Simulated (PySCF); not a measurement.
Electron correlation in Hg (mercury, neutral)

[Xe] 4f14 5d10 6s2, closed-shell 1S. Calculation: PySCF 2.14, in aug-cc-pVDZ-PP with ECP60MDF (5s5p4d2f, 54 functions); scalar relativity through the core potential. Frozen: 5s2 5p6; 12 electrons correlated.

MP2 pair energies summed by pair of shells (mhartree):

```tsv
pair	energy	share (%)
5d-5d	-266.75	69.8
5d-6s	-96.57	25.3
6s-6s	-18.73	4.9
```

Total MP2 correlation energy: -382.05 mhartree.

Same-spin part -130.95 and opposite-spin part -251.09 mhartree; SCS-MP2 scales them by 1/3 and 6/5 to -344.96 mhartree.
